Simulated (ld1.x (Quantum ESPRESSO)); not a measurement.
**How hard is this technetium TM potential?**

```
Element                 : technetium
Generator               : ld1.x (Quantum ESPRESSO) 7.5
Type                    : norm-conserving Troullier–Martins (Kleinman–Bylander form)
Functional              : revPBE
Relativity              : scalar-relativistic
Frozen core             : [Kr]
Valence charge          : 7
Reference configuration : 4d5 5s1.5 5p0.5
Partial waves           : 5p (bound): rc 3.10 bohr; 4d (bound): rc 1.50 bohr; 4f channel at 0.2 Ry: rc 2.45 bohr; 5s (bound): rc 2.55 bohr
Local potential         : the s channel
Core correction         : none
```

The pseudo-atom Hamiltonian at the reference potential is diagonalised in spherical Bessel functions j_l(qr) that vanish at 20 bohr, with q² up to the cutoff. All-electron valence levels (Ry): 5p -0.1265, 4d -0.5402, 5s -0.4014.

How do the lowest levels (Ry) of each channel move with the cutoff, and are there ghosts?

| cutoff (Ry) | p #1 | d #1 | f #1 | f #2 | s #1 | Σ f·Δε (mRy) |
| --- | --- | --- | --- | --- | --- | --- |
| 8 | -0.1263 | 0.0166 | 0.0851 | 0.2077 | -0.3982 | 2788.9 |
| 10 | -0.1263 | 0.0099 | 0.0851 | 0.2077 | -0.3990 | 2754.2 |
| 15 | -0.1264 | -0.0823 | 0.0851 | 0.2076 | -0.4010 | 2290.3 |
| 21 | -0.1264 | -0.3428 | 0.0851 | 0.2076 | -0.4013 | 987.0 |
| 25 | -0.1264 | -0.4173 | 0.0851 | 0.2076 | -0.4014 | 614.7 |
| 30 | -0.1264 | -0.4860 | 0.0851 | 0.2076 | -0.4014 | 271.0 |
| 40 | -0.1264 | -0.5332 | 0.0851 | 0.2076 | -0.4014 | 35.4 |
| 50 | -0.1264 | -0.5395 | 0.0851 | 0.2076 | -0.4014 | 3.8 |
| 55 | -0.1264 | -0.5400 | 0.0851 | 0.2076 | -0.4014 | 1.3 |
| 60 | -0.1264 | -0.5401 | 0.0851 | 0.2076 | -0.4014 | 0.5 |
| 80 | -0.1264 | -0.5402 | 0.0851 | 0.2076 | -0.4014 | 0.3 |
| 400 | -0.1264 | -0.5402 | 0.0851 | 0.2076 | -0.4014 | 0.0 |

Result: no extra level below or beside the all-electron valence levels (p, d, f, s tested); 10 mRy is reached at 50 Ry and 1 mRy at 60 Ry.
